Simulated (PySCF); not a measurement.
Isomers of C4H6BF. Method: PySCF 2.14.0, PBE0-D3(BJ)/def2-SVP geometry optimisation, gas phase. Energies are electronic, without zero-point or thermal terms, for one conformer each. No frequencies were run at this level. Point groups hold within 0.08 Å.

Task: Order them by energy at this level, lowest first, and give relative energies in kcal/mol.
A. `[CH2:1]=[CH:2]/[CH:3]=[CH:4]\[BH:5][F:6]` with C1–C2–C3–C4 179°, C3–C4–B5–F6 -178°
B. `BC1=C(F)CC1`
C. `[CH2:1]=[C:2]=[CH:3][CH2:4][BH:5][F:6]` with C2–C3–C4–B5 -123°, C3–C4–B5–F6 165°

Result: A (0.0), C (16.9), B (49.8).

As drawn, the lowest has a B–F bond, which the highest lacks; the highest has a four-membered ring, which the lowest lacks.

| SMILES | E (Eh) | E rel (kcal/mol) | dipole (D) | point group | A, B, C (MHz) |
| --- | --- | --- | --- | --- | --- |
| C=C/C=C\BF | -280.21795 | 0.0 | 2.31 | – | 14877, 1426, 1301 |
| C=C=CCBF | -280.19099 | 16.9 | 0.80 | C1 | 14093, 1296, 1262 |
| BC1=C(F)CC1 | -280.13863 | 49.8 | 2.29 | Cs | 4678, 4071, 2239 |

Task: How do the relative energies change in single points at B3LYP/pcSseg-2 (no added dispersion term) on the same geometries?

Result: 
```tsv
SMILES	PBE0-D3(BJ)/def2-SVP (kcal/mol)	B3LYP/pcSseg-2 (kcal/mol)	shift
C=C/C=C\BF	0.0	0.0	0.0
C=C=CCBF	16.9	17.1	+0.2
BC1=C(F)CC1	49.8	59.5	+9.7
```

Each column counts from its own lowest isomer. The order is unchanged; the largest shift is 9.7 kcal/mol.
